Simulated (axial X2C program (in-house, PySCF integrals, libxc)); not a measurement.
# Nuclear properties of ZrO⁻

Computed with an in-house all-electron X2C program for linear molecules (integrals from PySCF): two-component X2C with atomic mean-field Coulomb and Gaunt terms, Gaussian nuclei, basis Zr dyall-acv3z, O dyall-av3z with contracted cores.

R = 1.744 Å (near the PBE0 minimum at charge -1 of the determinant lowest at the starting distance; the state shown can have its own minimum elsewhere).

Determinant lowest in the PBE0 search, Ω = 3/2 (⟨Sz⟩ = -0.50, ⟨Lz⟩ = 2.00 at PBE0), spin on the atoms Zr -0.53, O 0.03:

| level | Eeff magnitude (GV/cm) | Ws magnitude Zr (kHz) | A∥/gI Zr (MHz) | qzz Zr (a.u.) | A∥/gI O (MHz) | qzz O (a.u.) |
| --- | --- | --- | --- | --- | --- | --- |
| PBE0 | 0.192 | 0.0685 | 126 | -1.71 | 1.26 | -0.40 |
| HF | 0.491 | 0.131 | -160 | -1.67 | 4.8 | -0.53 |
| BHandHLYP | 0.171 | 0.0683 | 203 | -1.71 | 1.84 | -0.43 |
| LDA | 0.00623 | 0.00508 | 190 | -1.79 | 2.32 | -0.40 |
| B3LYP | 0.0337 | 0.0189 | 195 | -1.77 | 2.05 | -0.40 |

Determinant 0.79 eV from it at PBE0 and this distance, Ω = 1/2 (⟨Sz⟩ = -0.50, ⟨Lz⟩ = 1.00 at PBE0), spin on the atoms Zr -0.49, O -0.01:

```csv
level,Eeff magnitude (GV/cm),Ws magnitude Zr (kHz),A∥/gI Zr (MHz),qzz Zr (a.u.),A∥/gI O (MHz),qzz O (a.u.)
PBE0,0.424,0.546,788,-2.71,36.3,-0.42
HF,1.48,1.5,1220,-2.61,14.2,-0.54
BHandHLYP,0.411,0.547,691,-2.71,24.1,-0.48
LDA,0.171,0.293,513,-2.95,47.2,-0.43
B3LYP,0.25,0.379,584,-2.88,34.5,-0.44
```

Eeff is the effective electric field on the electron electric dipole moment in this Ω state and Ws the scalar–pseudoscalar constant of the nucleus named (defined with the proton number Z and per Ω); A∥ (defined per Ω) follows by multiplying with gI = μI/(I μN); qzz is the electric field gradient, eQq0 = 234.96 MHz × Q/barn × qzz. The operators were transformed with the bare-nucleus X2C matrices; with these basis sets, hyperfine constants and field gradients can be off by tens of per cent, and where levels differ in sign neither size nor sign is settled.

(1) With Q(91Zr) = -0.176 barn, Q(17O) = -0.02558 barn (Q from Pyykkö, Mol. Phys. 2018), turn the PBE0 values of the first state into constants in MHz.

Each state is one determinant with collinear spin. Unrestricted Hartree–Fock can overshoot spin polarisation at the nuclei. In the state Ω = 3/2 the sign of Eeff differs between levels (HF, LDA against PBE0). For an anion, determinants above electron detachment, or with a positive highest level, are held by the basis set. Where Eeff spreads by more than a factor of two the levels disagree and none is to be relied on. The search compared states at one distance, so a state with another bond length can lie lower. The sign of Ws at Zr differs between levels in the first state. Further determinants of the search, some of them spin-mixed, are not shown. Where a field gradient or hyperfine factor spreads by more than a factor of two over the levels, a constant derived from it is not to be relied on. PBE0 term energies can be off by some tenths of an eV.

## Answers

(1) eQq0(91Zr) = 234.96 × (-0.176) × (-1.71) = 70.7 MHz; eQq0(17O) = 234.96 × (-0.02558) × (-0.40) = 2.4 MHz.
